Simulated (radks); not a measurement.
Spherical quantum dot in the effective-mass picture: electrons in a hard-walled sphere of radius 6.54, with a point charge +1 (a donor) at the centre, all in effective atomic units (hartree* = m*/eps^2 hartree, bohr* = eps/m* bohr), one dielectric constant everywhere. Method: non-relativistic Kohn-Sham, LDA (Slater exchange, Perdew-Wang correlation), spin-polarised, spherical densities; computed with a radial shooting solver with Libxc functionals. Levels are named by radial order and angular momentum (1s, 1p, 1d, 2s, ...), and open shells are averaged over m. Results are scaled to m* = 0.093 and eps = 17.8, for which hartree* = 7.987 meV and bohr* = 10.13 nm.

N = 4, configuration 1s2 1p(up 2, down 0). This is the lowest configuration that the search found. Occupied and some empty levels:

| level | occupation | eigenvalue (meV) | <r> (nm) |
|---|---|---|---|
| 1s up | 1 | 4.3532 | 26.51 |
| 1s down | 1 | 4.5078 | 23.82 |
| 1p up | 2 | 5.6089 | 40.99 |
| 1p down | 0 | 5.9437 | 40.88 |
| 2s up | 0 | 6.1905 | 32.40 |
| 2s down | 0 | 6.3654 | 34.53 |
| 1d up | 0 | 6.7160 | 44.21 |
| 1d down | 0 | 7.0568 | 44.31 |
| 1f up | 0 | 8.0839 | 46.35 |
| 1f down | 0 | 8.4185 | 46.49 |

Energy (meV): total 4.38283, kinetic 7.5877, external -14.593, Hartree 17.595, exchange-correlation -6.2073.
